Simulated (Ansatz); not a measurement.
Basis-set extrapolation for CH3FO2Si, SMILES `O[Si@H]1O[C@H]1F` (PBE0-D4/def2-TZVP geometry, frozen core, Ansatz 0.2.0). Multiplicity 1, RHF reference.

```json
{"": "HF", "def2-TZVPP": "-577.881112", "def2-QZVPP": "-577.904087"}
{"": "MP2 correlation", "def2-TZVPP": "-0.998534", "def2-QZVPP": "-1.081597"}
{"": "CCSD(T) correlation", "def2-TZVPP": "-1.052065", "def2-QZVPP": "not run"}
```

Energies in hartree. Use E(X) = E(∞) + A·exp(−7.88·√X) for Hartree–Fock and E(X) = E(∞) + B·X^(−2.97) for correlation, with X = 3 and 4, and add CCSD(T) minus MP2 of the smaller set to the MP2 limit.

Q: What is the CCSD(T) energy at the basis-set limit?

A: HF limit: -577.904087 + (-0.022975) × 0.13774 = -577.90725. MP2 limit: -1.081597 + (-0.083063) × 0.74074 = -1.14313. Higher-order term: -1.052065 − (-0.998534) = -0.05353. Total: -579.10391 hartree, 448.3 kJ/mol below CCSD(T)/def2-TZVPP.
